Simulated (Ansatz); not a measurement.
CH3BrSn (`[CH3][Sn][Br]`). Total charge 0; spin multiplicity 1. Sn: def2 effective core potential. All single points use the PBE0-D4/def2-TZVP geometry.

```xyz
6

C    -0.005    0.672    0.240
Sn    1.182   -1.154    0.222
Br   -0.505   -2.456   -1.154
H    -0.986    0.462    0.675
H    -0.167    1.006   -0.789
H     0.481    1.469    0.806
```

(1) What is the dipole moment at PBE/def2-TZVPP? (Best estimate.)

(2) And with r2SCAN, B3LYP, ωB97M-V? (An estimate is asked.)

(3) Give the Mulliken charges with PBE, ωB97M-V, B3LYP in def2-TZVPP. (An estimate is asked.)

## Answers

(1) Ansatz gave: 2.70 D, with components (1.54, 1.69, 1.44) D in this frame, pointing from negative to positive charge.

(2) The calculation gave: r2SCAN 2.82 D, B3LYP 2.90 D, ωB97M-V 3.02 D.

(3) Ansatz gave: 
```json
{"atom": "C1", "PBE": "-0.57", "ωB97M-V": "-0.62", "B3LYP": "-0.58"}
{"atom": "Sn2", "PBE": "0.58", "ωB97M-V": "0.58", "B3LYP": "0.63"}
{"atom": "Br3", "PBE": "-0.37", "ωB97M-V": "-0.38", "B3LYP": "-0.40"}
{"atom": "H4", "PBE": "0.12", "ωB97M-V": "0.14", "B3LYP": "0.12"}
{"atom": "H5", "PBE": "0.12", "ωB97M-V": "0.14", "B3LYP": "0.12"}
{"atom": "H6", "PBE": "0.11", "ωB97M-V": "0.13", "B3LYP": "0.11"}
```

B3LYP here is the variant with VWN-RPA as its local correlation; programs differ in this.
